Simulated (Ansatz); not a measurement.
Z-matrix (Å, degrees):
```
Si
F 1 1.5916
F 1 1.5916 2 107.97
H 1 1.4697 2 108.50 3 117.40
H 1 1.4697 4 114.69 3 121.47
```
Charge 0, multiplicity 1.

Computed with frozen-core CCSD(T)/cc-pVTZ // B3LYP-D3(BJ)/def2-TZVP (Ansatz, a first-principles code).

The HF energy comes out as -489.19896 Ha and the MP2 correlation energy is -0.62662 Ha.

Task: Estimate the CCSD correlation energy, the (T) correction, the total energy and the T1 diagnostic.

Result: 
```yaml
CCSD correlation energy: -0.63970 Ha
"(T) correction": -0.01751 Ha
CCSD(T) total energy: -489.85617 Ha
T1 diagnostic: 0.011
```
